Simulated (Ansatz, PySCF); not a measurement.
Molecule: C5H3O2 (charge 0, doublet). It need not be the lowest isomer of its formula. 
Structure (B3LYP-D3(BJ)/def2-TZVP (Ansatz, a program for electronic structure) minimum search):
```
C
C 1 1.3690
H 2 1.0767 1 125.15
O 1 1.3823 2 109.14 3 -180.00
C 4 1.3446 1 106.78 2 0.00
C 5 1.3640 4 111.28 1 0.00
H 6 1.0762 5 126.46 4 -180.00
H 5 1.0769 4 116.13 1 -180.00
C 1 1.4324 2 130.14 3 0.00
O 9 1.1867 1 131.12 2 180.00
```
Charge 0, spin multiplicity 2.

Quantity: atomisation energy (electronic, to ground-state atoms), in kcal/mol. Cores are frozen in the correlated levels unless marked. Open shells are spin-unrestricted. No spin-orbit coupling. Non-relativistic. The coupled-cluster limit lacks core correlation, which all-electron functionals hold. CBS marks a two-point X^-3 extrapolation of the correlation energy; Hartree-Fock from the larger set. The bracket is a focal-point correction in the basis named.

| level | program | atomisation energy (kcal/mol) |
|---|---|---|
| HF/STO-3G | Ansatz | 856.5 |
| r2SCAN-D3(BJ)/def2-TZVPD | Ansatz + dftd3 | 1177.3 |
| PBE0-D3(BJ)/def2-TZVP | Ansatz + dftd3 | 1183.7 |
| PBE0-D3(BJ)/def2-TZVPD | Ansatz + dftd3 | 1183.6 |
| PBE0-D4/def2-TZVPD | Ansatz + dftd4 | 1183.7 |
| PBE0/def2-TZVPD | Ansatz | 1179.1 |
| TPSSh-D3(BJ)/def2-TZVPD | PySCF + dftd3 | 1161.3 |
| TPSSh-D4/def2-TZVPD | PySCF + dftd4 | 1162.0 |
| CAM-B3LYP-D4/def2-TZVPD | Ansatz + dftd4 | 1166.6 |
| B2PLYP-D3(BJ)/def2-TZVPD | Ansatz + dftd3 | 1157.3 |
| MP2/6-31G | Ansatz | 981.6 |
| MP2/cc-pVDZ | Ansatz | 1100.1 |
| CCSD(T)/STO-3G | Ansatz | 1077.3 |
| CCSD(T)/cc-pVTZ | Ansatz | 1122.1 |
| RI-MP2/CBS(cc-pVTZ,cc-pVQZ)+[CCSD(T)-MP2]/cc-pVTZ | Ansatz | 1155.0 |

The UHF reference is spin-contaminated (<S^2> 0.27 over the pure value in the largest basis).
